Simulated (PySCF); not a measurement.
C₈H₁₂PSi (charge -1).
Atom-mapped SMILES: `[CH3:1][SiH2:2][P-:3][c:4]1[cH:5][cH:6][cH:7][cH:8][c:9]1[CH3:10]`

NICS = −σ at a ghost point: NICS(0) at the centroid of the ring atoms, NICS(1) 1 Å to either side along the normal of their mean plane, zz for the tensor component along that normal. Level: GIAO PBE0/pcSseg-1 (PySCF, non-relativistic, gas phase) on the GFN2-xTB geometry, one conformer.

Ring bond lengths (Å), with Mayer bond orders in brackets: C4–C5 1.404 (1.31), C5–C6 1.378 (1.49), C6–C7 1.386 (1.40), C7–C8 1.389 (1.40), C8–C9 1.379 (1.47), C9–C4 1.417 (1.33).

Question: Give the NICS values of each ring in ppm.

Answer: 
```csv
ring,type,NICS(0),"NICS(1), two faces","NICS(1)zz, two faces",rms pucker (Å),"centre to ring atoms, mean (Å)"
C4–C5–C6–C7–C8–C9,6-membered carbocycle; formal bonds all aromatic,-5.5,-8.7 / -8.7,-20.3 / -19.9,0.00,1.39
```

Question: What do they say, and how far can they be read as aromaticity?

Answer: 
- C4–C5–C6–C7–C8–C9: mean NICS(1)zz -20.1 ppm, shielded. The ring is flat and has no four-coordinate atom; by the NICS criterion it is aromatic.

Question: How equal are the bonds by HOMA? HOMA = 1 − mean of α(R − Ropt)² over the ring bonds, with Krygowski's 1993 parameters (CC: Ropt 1.388 Å, α 257.7 Å⁻²).

Answer: 
- C4–C5–C6–C7–C8–C9: HOMA 0.94 = 1 − EN − GEO, with mean bond length 1.392 Å, EN = α(Ropt − mean)² = 0.004 and GEO = α × variance = 0.052. The geometric and the magnetic index point the same way.

Question: What is the mean of the two in-plane components of NICS at the second NICS(1) probe listed for ring C4–C5–C6–C7–C8–C9, 1 Å off the ring?

Answer: The isotropic value is a third of the trace: (3 × -8.7 − (-19.9))/2 = -3.1 ppm.

Question: List the ring angles and the Hirshfeld charges of the ring atoms.

Answer: 
- C4–C5–C6–C7–C8–C9: C4 116.9° (-0.069 e), C5 121.9° (-0.082 e), C6 120.6° (-0.086 e), C7 118.5° (-0.111 e), C8 121.7° (-0.085 e), C9 120.4° (-0.019 e); sum 720.0° against 720° for a flat convex ring.

The run took about 2.6 min of CPU time (one thread, shared machine). This is the whole shielding run at PBE0/pcSseg-1, SCF included.

The values belong to the conformer `[CH3:1][SiH2:2][P-:3][c:4]1[cH:5][cH:6][cH:7][cH:8][c:9]1[CH3:10]`: C1–Si2–P3–C4 66°, Si2–P3–C4–C5 7°.
